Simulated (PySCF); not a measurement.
## Exercise with solution: entropy of an ideal gas

BF2Cl, SMILES B(F)(Cl)F.

Coordinates come from a PBE-D3(BJ)/def2-TZVP optimisation.

PySCF with PBE-D3(BJ)/def2-TZVP gives the harmonic wavenumbers 330, 408, 580, 675, 1207, 1393 cm⁻¹ and the rotational temperatures 0.4898, 0.2207, 0.1522 K. The molar mass is 84.26 g/mol, the symmetry number 2, the spin multiplicity 1.

### Question
Work out the entropy at 298.15 K and 1 atm in the rigid-rotor, harmonic-oscillator model.

### Answer

Translation (Sackur–Tetrode at 1 atm): S = R[1.5 ln M + 2.5 ln T − 1.16487] = 164.0 J/(mol K).
Rotation: q = (√π/σ) T^1.5/√(θA θB θC) = 35600, S = R[ln q + 3/2] = 99.6 J/(mol K).
Vibration: with u = 1.4388 ν/T, each mode gives R[u/(e^u − 1) − ln(1 − e^−u)]:
```
ν (cm⁻¹)  modes     u  S (J/(mol K))
--------  -----  ----  -------------
330           1  1.59           5.27
408           1  1.97           3.91
580           1  2.80           2.03
675           1  3.26           1.41
1207          1  5.82           0.17
1393          1  6.72           0.08
```
These are all the modes. Sum 12.9 J/(mol K).
Spin: R ln 1 = 0.0 J/(mol K).
Total 276.5 J/(mol K); the program's own thermochemistry gives 276.5. Translation makes up 59 % and vibration 5 %. Anharmonicity, hindered rotation and orbital degeneracy are left out.
